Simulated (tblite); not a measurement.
Isomers of C6H11FN (doublet state). Calculated harmonic vibrations of the isolated species, GFN2-xTB (tblite), most abundant isotopes, no scaling. Against measured fundamentals such values can be off by several per cent, at times by over 20. One conformer each. Open shells enter through the occupations alone, without spin polarisation, and single modes of such species can be off by tens of per cent.

Electronic energies: GFN2-xTB at the same geometries; isomer energies are rough at this level and their order can be wrong.

```csv
SMILES,"electronic energy, lowest = 0 (kcal/mol)"
C/C=C/[C@@H](F)[CH]NC,11.7
C/C=C/[C](F)CNC,1.0
CC[N][C@@H]1CC[C@H]1F,0.0
```

Problem. How do GFN2-xTB zero-point energies change the relative energies?

Solution. 
| SMILES | ZPE (kcal/mol) | of it from modes above 1550 cm⁻¹ | electronic (kcal/mol) | with ZPE, lowest = 0 (kcal/mol) | lowest mode (cm⁻¹) | rings |
| --- | --- | --- | --- | --- | --- | --- |
| CC[N][C@@H]1CC[C@H]1F | 99.4 | 46.6 | 0.0 | 0.0 | 23 | 1 |
| C/C=C/[C](F)CNC | 98.9 | 47.6 | 1.0 | 0.4 | 53 | 0 |
| C/C=C/[C@@H](F)[CH]NC | 97.8 | 50.4 | 11.7 | 10.1 | 40 | 0 |

The zero-point energies span 1.6 kcal/mol, from `C/C=C/[C@@H](F)[CH]NC` to `CC[N][C@@H]1CC[C@H]1F`. The order is unchanged.
